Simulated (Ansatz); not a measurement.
`CS[SiH](F)F` → `F[Si]F` + CH₃SH at 600 K and 1 bar (silylene formation by 1,1-elimination).

Gas-phase electronic energies from Ansatz, PBE0-D4/def2-TZVP geometries. CCSD(T)/CBS adds triple-zeta CCSD(T) − MP2 to the extrapolated MP2 energy (def2 sets, frozen cores). This one scheme is used for every species. One conformer a species, not always the lowest.

```tsv
species	CCSD(T)/CBS energy (Eh)	H − E (kJ/mol)	S (J/(mol·K))
`CS[SiH](F)F`	-927.06449	201.1	438.3
`F[Si]F`	-488.75686	38.5	291.1
CH₃SH	-438.22835	152.3	296.8
```

H − E and S are ideal-gas, rigid-rotor, harmonic terms from PBE0-D4/def2-TZVP, for one conformer and one mirror image of each species. 1 Eh = 2625.50 kJ/mol, R = 8.31446 J/(mol·K).

Q: By hand: ΔE, ΔH, ΔS and ΔG.

A: ΔE = (-488.75686) + (-438.22835) − (-927.06449) = 0.07928 Eh = 208.1 kJ/mol. Δ(H − E) = 38.5 + 152.3 − 201.1 = -10.3, so ΔH = 197.8 kJ/mol. ΔS = 291.1 + 296.8 − 438.3 = 149.6 J/(mol·K). ΔG = 197.8 − 600 × (149.6)/1000 = 108.0 kJ/mol.

Q: By hand: the equilibrium constant, and the temperature at which ΔG would vanish if ΔH and ΔS stayed fixed.

A: log₁₀ K = −ΔG/(RT ln 10) = -9.4. ΔG = 0 at ΔH/ΔS = 1322 K.

The number of gas molecules changes by +1, which sets the sign of ΔS. A doubt of 5 kJ/mol in ΔE shifts log₁₀ K by 0.4 here. Other conformers and mirror images would add mixing entropy, several J/(mol·K) or more a flexible species. Modes under 60 cm⁻¹, often nearly free rotors, make the harmonic entropy too high. These are equilibria of isolated gas molecules and say nothing of rates. Largest T1 diagnostic: 0.015 (customary marks: 0.02 for closed shells, 0.045 for open ones).
